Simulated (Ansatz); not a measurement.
`[CH3][GeH]([NH2])[F]` + `FC1=C[SiH2]1` → `[CH3][GeH]([F])[F]` + `NC1=C[SiH2]1`  (redistribution)

Calculated with Ansatz (gas phase, PBE0-D4/def2-TZVP geometries, no zero-point term in ΔE). CCSD(T)/CBS adds triple-zeta CCSD(T) − MP2 to the extrapolated MP2 energy (def2 sets, frozen cores). DFT in def2-TZVPP. For Ge outer-core shells are correlated without core-valence functions, which leaves a few kJ/mol of doubt a bond. Scalar relativity is left out up to krypton. One conformer a species, not always the lowest.

CCSD(T)/CBS gives -105.0 kJ/mol.

Another level gave -111.7 kJ/mol. Which?
A. CCSD(T)/def2-TZVPP
B. revPBE/def2-TZVPP
C. RPA@PBE/def2-TZVPP
D. HF/def2-TZVPP

D. HF/def2-TZVPP -111.7, CCSD(T)/def2-TZVPP -103.2, revPBE -107.5, RPA@PBE/def2-TZVPP -97.7 kJ/mol.

Largest T1 diagnostic among the species: 0.014.

From BLYP to BHLYP (50 % exact exchange), in def2-TZVPP and without D4, ΔE moves by −4.7 kJ/mol. At CCSD(T), def2-SVP lies −5.6 kJ/mol from the extrapolated value and def2-TZVPP +1.8 kJ/mol.
